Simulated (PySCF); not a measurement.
**How methods differ on the ionisation energy of Mn**

Mn [Ar] 3d5 4s2 (6S) → Mn⁺ [Ar] 3d5 4s1 (7S), as a difference of total energies. All numbers are calculated (PySCF 2.14, no relativity, point nucleus, in 6-31G*). Correlated levels: valence: [Ar] frozen. The calculations carry no spin-orbit coupling.

| method | ionisation energy (eV) | difference from reference (eV) |
| --- | --- | --- |
| UHF | 5.934 | -1.500 |
| B3LYP | 7.373 | -0.061 |
| MN15 | 7.184 | -0.250 |
| MP2 (valence) | 6.580 | -0.854 |
| SCS-MP2 (valence) | 6.714 | -0.720 |

Reference: 7.434 eV (measured; NIST Atomic Spectra Database, ionization energies).

These non-relativistic numbers lack the scalar-relativistic shift.

Errors of the correlated levels include the incompleteness of this basis and the frozen core.

MP2 underrates the near-degeneracy of ns² with np² in the lower species.
